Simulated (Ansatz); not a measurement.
## Ligand exchange: C2H6S + C3H9BS → CH4S2 + C4H11B

Species: C2H6S (dimethyl sulfide) `CSC`, singlet; C3H9BS `CC(C)BS`, singlet; CH4S2 `CSS`, singlet; C4H11B `CBC(C)C`, singlet. The partners trade CH3 for SH: S–CH3 and B–SH bonds give way to S–SH and B–CH3.

Shapes, held fixed at every level: PBE0-D4/def2-TZVP. Flexible molecules stand in one conformer, not always the lowest. Programs: Ansatz 0.2.0. The zero-point and thermal change to 298 K, harmonic and unscaled (PBE0-D4/def2-TZVP), is -4.9 kJ/mol.

Question: Estimate ΔH(298 K) of this reaction.

Answer: The highest level, CCSD(T)/CBS estimate, gives ΔH(298 K) = +71.3 kJ/mol; the levels span +67.9 to +101.1. The column of differences is taken from that level and isn't an error. No measured value is set beside it here. The CBS estimate extrapolates MP2 from def2-TZVPP and def2-QZVPP and adds CCSD(T) − MP2 in the triple-zeta set, cores frozen.

```csv
level,kind,ΔH(298 K) (kJ/mol),less CCSD(T)/CBS estimate
HF/def2-TZVPP,Hartree–Fock,+69.2,-2.1
PBE0-D4/def2-TZVPP,global hybrid,+67.9,-3.4
r2SCAN0-D4/def2-TZVPP,global hybrid,+69.1,-2.2
wB97X-V/def2-TZVPP,range-separated hybrid,+69.1,-2.2
B2PLYP/def2-TZVPP,double hybrid,+71.0,-0.3
MP2/def2-SVP,perturbation theory,+101.1,+29.8
CCSD/def2-TZVPP,coupled cluster or CI,+75.4,+4.1
CCSD(T)/CBS estimate,coupled cluster or CI,+71.3,0.0
```
